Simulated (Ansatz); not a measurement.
A series at Ta: from `[CH3][Ta]([CH3])([CH3])=[O]`, ligands are replaced one by one, each step taking up H₂O and setting free CH₄; n counts the steps. Ansatz, PBE0-D4/def2-TZVP geometries. Each molecule was computed in one conformer, which needn't be the lowest.

| n | molecule | zero-point energy, PBE0-D4/def2-TZVP (kJ/mol) |
| --- | --- | --- |
| 0 | `[CH3][Ta]([CH3])([CH3])=[O]` | 278.9 |
| 1 | `[CH3][Ta]([CH3])(=[O])[OH]` | ? |
| 2 | `[CH3][Ta](=[O])([OH])[OH]` | 169.2 |
| 3 | `[O]=[Ta]([OH])([OH])[OH]` | 106.4 |

Problem. By hand: fit a straight line y = ȳ + b (n − n̄) to the 3 given rows and predict n = 1.

Solution. n̄ = 1.667, ȳ = 184.83; Σ(n − n̄)(y − ȳ) = -266.57, Σ(n − n̄)² = 4.667, so b = -57.12 kJ/mol a step. Prediction: 184.83 + (-57.12) × (-0.667) = 222.9 kJ/mol.

Problem. By hand: compare with the computed value, 221.5 kJ/mol, and give the steps along the whole series.

Solution. The line misses by -1.4 kJ/mol (computed minus predicted). Steps: -57.4, -52.3, -62.8 kJ/mol.

The steps differ by up to 10.5 kJ/mol without a steady trend. The miss is 0.8 % of the series' range.
